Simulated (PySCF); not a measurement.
C8H11 (charge +1).
SMILES: `C1=CC[C@@H](C2CC2)[CH+]1`

Vertical excitations from PySCF (density fitting, frozen core in the response, grid level 2 and gas phase unless stated; continuum runs use non-equilibrium linear response for the excitations) on a GFN2-xTB geometry. Reference run:

```json
{"settings": "PBE0/def2-SVPD, full TDDFT, 6 singlets", "S1, eV (f)": "2.90 (0.009)", "S2, eV (f)": "3.08 (0.022)", "S3, eV (f)": "4.66 (0.004)", "S4, eV (f)": "4.76 (0.105)", "S5, eV (f)": "5.46 (0.107)", "S6, eV (f)": "5.69 (0.010)", "T1, eV (Tamm–Dancoff)": "2.62", "mean α (au)": "84.6"}
```

**Question.** What do these settings give: wB97X/6-31G, grid level 3, TDA, 1 singlet?

**Answer.** 
```tsv
settings	S1, eV (f)	S2, eV (f)	S3, eV (f)	S4, eV (f)	S5, eV (f)	S6, eV (f)	T1, eV (Tamm–Dancoff)	mean α (au)
wB97X/6-31G, grid level 3, TDA, 1 singlet	3.96 (0.019)	–	–	–	–	–	–	73.7
```

S1 moves by +1.06 eV; functional, basis and response scheme change together, so the shift can't be laid on one. States are counted by energy in each run and needn't keep their character from row to row.

**Question.** Which orbital pairs make up S1 in each run, and how does it sit against the orbital gap?

**Answer.** 
```csv
settings,S1 configurations (weight),S1 (eV),orbital gap (eV),S1 − gap (eV)
"PBE0/def2-SVPD, full TDDFT, 6 singlets","H−1→L 0.65, H→L 0.34",2.90,4.01,-1.11
"wB97X/6-31G, grid level 3, TDA, 1 singlet","H−1→L 0.54, H→L 0.41",3.96,8.44,-4.48
```

Conformer computed: `[CH:1]1=[CH:2][CH2:3][C@@H:4]([CH:5]2[CH2:6][CH2:7]2)[CH+:8]1`: C3–C4–C5–C6 -86°.

One conformer stands for the species.
